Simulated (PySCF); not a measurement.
H3O, SMILES [OH3+], charge +1. Geometry optimised at PBE0-D3(BJ)/def2-TZVPD. The isomer is the one that the SMILES or the coordinates give; other isomers of the formula were not compared.

TDA-CAM-B3LYP/def2-TZVPD (PySCF) puts the lowest singlet excitations at 11.40, 13.73, 13.73, 16.14, 16.21, 16.21 eV.

Question: What are the lowest excitation roots from ADC(2)/aug-cc-pVDZ in PySCF? (An estimate is asked for; the answer gives what the named calculation found.)

Answer: 11.59, 14.13, 14.13, 16.52, 16.53, 16.53 eV. S1 differs by 0.19 eV (second minus first; roots are paired by order, and the bases may differ).
